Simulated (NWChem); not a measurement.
Species: BH2F; SMILES BF

Computed with NWChem. Coordinates come from a B3LYP/6-31G* (spherical d) optimisation. Ions are spin-unrestricted doublets at the neutral geometry; other ion states weren't tried.

For level PBE/def2-SVP:

* **vertical ionisation energy, ΔSCF (eV)**: 12.05
* **−ε(HOMO) (eV)**: 7.62

How do the values read with level B3LYP/def2-SVP instead?

The vertical ionisation energy, ΔSCF (eV) is 12.45. The −ε(HOMO) (eV) comes out as 9.03.
